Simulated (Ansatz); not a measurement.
`C=C(F)[SeH]` + CH₃SH → `C=C(F)SC` + H₂Se at 298.15 K and 1 bar (substitution at a C–Se bond).

Calculated with Ansatz (gas phase, PBE0-D4/def2-TZVP geometries, no zero-point term in ΔE). CBS: MP2 limit from def2 TZ/QZ plus the TZ coupled-cluster correction, frozen cores. This one scheme is used for every species. For Se outer-core shells are correlated without core-valence functions, which leaves a few kJ/mol of doubt a bond. Scalar relativity is left out up to krypton. One conformer a species, not always the lowest.

```json
{"species": "`C=C(F)[SeH]`", "CCSD(T)/CBS energy (Eh)": "-2578.36253", "H − E (kJ/mol)": "126.2", "S (J/(mol·K))": "306.1"}
{"species": "CH₃SH", "CCSD(T)/CBS energy (Eh)": "-438.22835", "H − E (kJ/mol)": "133.0", "S (J/(mol·K))": "253.2"}
{"species": "`C=C(F)SC`", "CCSD(T)/CBS energy (Eh)": "-614.69893", "H − E (kJ/mol)": "211.3", "S (J/(mol·K))": "328.0"}
{"species": "H₂Se", "CCSD(T)/CBS energy (Eh)": "-2401.89790", "H − E (kJ/mol)": "45.8", "S (J/(mol·K))": "219.1"}
```

H − E and S are ideal-gas, rigid-rotor, harmonic terms from PBE0-D4/def2-TZVP, for one conformer and one mirror image of each species. 1 Eh = 2625.50 kJ/mol, R = 8.31446 J/(mol·K).

Problem. By hand: ΔE, ΔH, ΔS and ΔG.

Solution. ΔE = (-614.69893) + (-2401.89790) − (-2578.36253) − (-438.22835) = -0.00595 Eh = -15.6 kJ/mol. Δ(H − E) = 211.3 + 45.8 − 126.2 − 133.0 = -2.1, so ΔH = -17.7 kJ/mol. ΔS = 328.0 + 219.1 − 306.1 − 253.2 = -12.2 J/(mol·K). ΔG = -17.7 − 298.15 × (-12.2)/1000 = -14.1 kJ/mol.

Problem. By hand: the equilibrium constant, and the temperature at which ΔG would vanish if ΔH and ΔS stayed fixed.

Solution. log₁₀ K = −ΔG/(RT ln 10) = 2.5. ΔG = 0 at ΔH/ΔS = 1451 K, though so small a ΔS makes that figure unsure.

The number of gas molecules stays the same, so ΔS is small and ΔH decides. A doubt of 5 kJ/mol in ΔE shifts log₁₀ K by 0.9 here. Other conformers and mirror images would add mixing entropy, several J/(mol·K) or more a flexible species. These are equilibria of isolated gas molecules and say nothing of rates. Largest T1 diagnostic: 0.012 (customary marks: 0.02 for closed shells, 0.045 for open ones).
